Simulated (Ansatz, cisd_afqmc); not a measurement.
System: Ge$_{2}$, charge 0, triplet. Ge2 (SMILES [Ge]=[Ge], triplet).
B3LYP-D3(BJ)/def2-TZVP minimum from Ansatz (an electronic-structure program):
```xyz
2

Ge     0.0000     0.0000    -1.2033
Ge     0.0000     0.0000     1.2033
```
Charge 0, spin multiplicity 3.

Total energies in cc-pVDZ, 8 correlated electrons, 28 frozen orbitals. Radicals and triplets start from unrestricted determinants; spin-orbit coupling is neglected. Correlated methods leave the cores frozen (noble-gas shells, and filled d and f shells in the p block). No relativity. AFQMC is phaseless with a CISD trial state; ± is one standard error, without the phaseless bias. Outlying blocks are dropped, and bars are widened where a walk drifts. Over all cases where full CI ran beside it in this data, AFQMC minus full CI had a median of +0.1 mEh and passed +0.4 mEh in a tenth of the cases.

```json
[
 {"method": "HF", "program": "Ansatz", "energy (Eh)": "-4150.62911", "minus CCSDTQ (mEh)": "155.63"},
 {"method": "MP2", "program": "Ansatz", "energy (Eh)": "-4150.74819", "minus CCSDTQ (mEh)": "36.56"},
 {"method": "CCSD", "program": "Ansatz", "energy (Eh)": "-4150.77621", "minus CCSDTQ (mEh)": "8.54"},
 {"method": "CCSD(T)", "program": "Ansatz", "energy (Eh)": "-4150.78275", "minus CCSDTQ (mEh)": "1.99"},
 {"method": "CCSDT(Q)", "program": "Ansatz", "energy (Eh)": "-4150.78467", "minus CCSDTQ (mEh)": "0.08"},
 {"method": "CCSDTQ", "program": "Ansatz", "energy (Eh)": "-4150.78474", "minus CCSDTQ (mEh)": "0.00"},
 {"method": "AFQMC/CISD", "program": "cisd_afqmc", "energy (Eh)": "-4150.7829 ± 0.0004", "minus CCSDTQ (mEh)": "1.9 ± 0.4"}
]
```

Rough core times of Ansatz's runs on a shared machine: CCSD(T) under 20 s, CCSDT(Q) 30 s, CCSDTQ 2 min.
